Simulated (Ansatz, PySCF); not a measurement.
C₆H₃Cl, SMILES C#C/C=C(/Cl)C#C. Atoms are numbered in the order given.

```xyz
10

C      0.3781    -3.1626     0.0000
C      0.6587    -1.9810     0.0000
C      1.0206    -0.6152     0.0000
C      0.1207     0.3979     0.0000
Cl     0.6824     2.0390     0.0000
C     -1.2863     0.2342     0.0000
C     -2.4926     0.1071     0.0000
H      0.1215    -4.2059     0.0000
H      2.0846    -0.3603     0.0000
H     -3.5608    -0.0113     0.0000
```

Geometry: PBE0-D3(BJ)/def2-SVP. The structure was generated by enumeration; whether it is a known compound was not checked.

Two levels are set side by side: PBE-D3(BJ)/def2-SVP (Ansatz, a program for electronic structure) and PBE0-D3(BJ)/def2-SVP (Ansatz). Each level has its own optimised geometry; the coordinates shown are those of the second. Frequencies come from the Hessian of PySCF at each geometry. Differences are taken from unrounded values.

```
quantity                            PBE0-D3(BJ)
----------------------------------  -----------
mean bond length (Å)                      1.288
bond C1–C2 (Å)                            1.215
bond C2–C3 (Å)                            1.413
bond C3–C4 (Å)                            1.355
bond C4–Cl5 (Å)                           1.735
bond C4–C6 (Å)                            1.416
bond C6–C7 (Å)                            1.213
bond C1–H8 (Å)                            1.074
bond C3–H9 (Å)                            1.094
bond C7–H10 (Å)                           1.075
highest harmonic wavenumber (cm⁻¹)         3489
mean harmonic wavenumber (cm⁻¹)            1136
zero-point energy (kcal/mol)              38.97
```

What does PBE-D3(BJ) give, and how far is it from PBE0-D3(BJ)? (Estimate from the structure and the level; the computed values follow.)


| quantity | PBE-D3(BJ) | PBE-D3(BJ) minus PBE0-D3(BJ) |
|---|---|---|
| mean bond length (Å) | 1.297 | 0.009 |
| bond C1–C2 (Å) | 1.228 | 0.013 |
| bond C2–C3 (Å) | 1.412 | -0.001 |
| bond C3–C4 (Å) | 1.372 | 0.017 |
| bond C4–Cl5 (Å) | 1.752 | 0.017 |
| bond C4–C6 (Å) | 1.415 | -0.001 |
| bond C6–C7 (Å) | 1.226 | 0.013 |
| bond C1–H8 (Å) | 1.081 | 0.007 |
| bond C3–H9 (Å) | 1.103 | 0.009 |
| bond C7–H10 (Å) | 1.081 | 0.007 |
| highest harmonic wavenumber (cm⁻¹) | 3407 | -82 |
| mean harmonic wavenumber (cm⁻¹) | 1091 | -45 |
| zero-point energy (kcal/mol) | 37.42 | -1.55 |

GGA bonds tend to be longer and softer than those of functionals with exact exchange. Differences between two approximate levels are no errors against the true value.
